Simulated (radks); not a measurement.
Charge is removed step by step from the 3p down level of Gd45+, starting from [Ne] 3s2 3p(up 3, down 3) 3d1. Method: scalar-relativistic Kohn-Sham, SCAN, spin-polarised, spherical densities, finite nucleus; open shells are filled with parallel spins first (spin-orbit coupling, left out, can overturn this in heavy ions); meta-GGA in the generalised Kohn-Sham scheme; Fermi nuclear charge, rms radius 5.1569 fm; computed with a radial shooting solver on a logarithmic mesh with Libxc functionals.

removed (e)  E - E(0) (eV)  eigenvalue (eV)  E minus straight line (eV)
0                    0.000          -3881.4                       0.000
0.125               485.71          -3893.6                      -5.284
0.25                972.90          -3905.7                      -9.083
0.375               1461.6          -3917.8                     -11.324
0.5                 1951.9          -3930.0                     -12.059
0.625               2443.6          -3942.1                     -11.334
0.75                2936.9          -3954.2                      -9.011
0.875               3431.6          -3966.2                      -5.281
1                   3927.9          -3978.3                       0.000

Removing the whole electron costs 3927.9 eV by Delta-SCF, against 3881.4 eV from minus the eigenvalue at the starting occupation. Slater's transition state (half an electron removed) gives 3930.0 eV. Integrating minus the eigenvalue over the occupation (Janak's theorem) gives 3929.9 eV. In this scalar-relativistic scheme the density is built from large components alone, so the theorem holds only approximately. The mean slope of the eigenvalue, de/dn, is 96.9 eV per electron.
